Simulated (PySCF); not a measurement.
# Bond lengths and vibrations by method: AlBH3OSi

All numbers below are calculated, not measured. The program is PySCF 2.14.0, an open-source quantum chemistry code, run on an isolated molecule that a program drew, which may never have been made. The molecule is AlBH3OSi (charge 0, doublet), drawn as the SMILES string `[O]=[Al][BH][SiH2]`.

The geometry was optimised and harmonic frequencies were computed with HF and MP2, all in the cc-pV(D+d)Z basis, for the commonest isotopes, with a restricted reference for singlets and an unrestricted one otherwise, and a frozen core in MP2. Each result is a local minimum of its method.

Geometry at the HF minimum:
```xyz
7
AlBH3OSi, angstrom
O    -0.1859   -4.0573   -1.2017
Al    0.3476   -2.6141   -0.8621
B     1.1221   -0.6920   -0.4171
Si    3.0020   -0.2923   -0.5111
H     0.3711    0.1835   -0.0945
H     3.5979    1.0233   -0.2137
H     4.0294   -1.2776   -0.8941
```

Lengths of the bonds as drawn, in Å (atoms numbered as above):
| bond | HF | MP2 |
|---|---|---|
| O1-Al2 | 1.576 | 1.633 |
| Al2-B3 | 2.120 | 2.111 |
| B3-Si4 | 1.924 | 1.923 |
| B3-H5 | 1.198 | 1.206 |
| Si4-H6 | 1.475 | 1.481 |
| Si4-H7 | 1.474 | 1.479 |

Rotational constants, in GHz:
```
constant     HF    MP2
       A  23.01  21.58
       B  1.537  1.548
       C  1.441  1.445
```

Harmonic frequencies in cm^-1, each column in rising order, so a row needn't be the same motion in every method:
```
rank,HF,MP2
1,94,83
2,165,142
3,229,202
4,293,263
5,417,437
6,443,514
7,633,597
8,646,601
9,789,?
10,948,889
11,1036,1000
12,1202,1043
13,2350,2296
14,2361,2319
15,2727,2676
```

**Estimate the missing MP2 frequency from the HF column.**

A single factor s that minimises the squared misfit of MP2 against s times HF over the other rows is sum(HF x MP2) / sum(HF^2) = 0.9708, with an rms misfit of 45 cm^-1. For rank 9 it gives 0.9708 x 789 = 766 cm^-1. The calculation gives 775 cm^-1, 9 cm^-1 above the estimate. The drawn bonds are on average 0.8 % longer in MP2 than in HF.
